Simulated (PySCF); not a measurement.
## MgBe: from constants to spectrum

PBE0 constants of MgBe, ¹Σ⁺ (singlet), closed shell (basis Mg def2-TZVP, Be def2-TZVP; no relativity; PySCF 2.14; masses 23.9850 and 9.0122 u):

| Item | Value |
| --- | --- |
| ωe | 167.8 cm⁻¹ |
| ωexe | 4.71 cm⁻¹ |
| Be | 0.27641 cm⁻¹ |
| αe | 0.00832 cm⁻¹ |
| De to Mg + Be | 0.169 eV |

What force constant and bond length do these constants imply?

Reduced mass μred = 6.5508 u; k = 5.8918×10⁻⁷·μred·ωe² (u, cm⁻¹, mdyn/Å) = 0.109 mdyn/Å; Re = √(16.8576/(μred·Be)) (u, cm⁻¹, Å) = 3.051 Å.

Estimate the centrifugal constant D from the Kratzer relation and find the Dunham coefficient a1.

D = 4Be³/ωe² = 3e-06 cm⁻¹; a1 = −1 − αeωe/(6Be²) = -4.05.

Closed-shell solutions of metal pairs were not tested for spin polarisation, which can lower them a little. The bond is weak. Basis-set superposition, not corrected here, can be much of De in a small basis, most of all at correlated wavefunction levels. Functionals without a dispersion term scatter widely for such bonds, and LDA overbinds them.
